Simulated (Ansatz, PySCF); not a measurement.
BH3, SMILES B.

Geometry: B3LYP-D3(BJ)/def2-TZVPD. The isomer is the one that the SMILES or the coordinates give; other isomers of the formula were not compared.

Two levels are set side by side: PBE/def2-TZVPD (Ansatz, a first-principles code) and EOM-CCSD/aug-cc-pVDZ (PySCF). PBE by ΔSCF, the other level by its IP root; same geometry, the bases differ. Differences are taken from unrounded values.

| quantity | PBE |
|---|---|
| vertical ionisation energy (eV) | 12.90 |

Question: These are the PBE values. What does EOM-CCSD give? (Estimate from the structure and the level; the computed values follow.)

Answer: 
```json
[
 {"quantity": "vertical ionisation energy (eV)", "EOM-CCSD": "13.18", "PBE minus EOM-CCSD": "-0.29"}
]
```
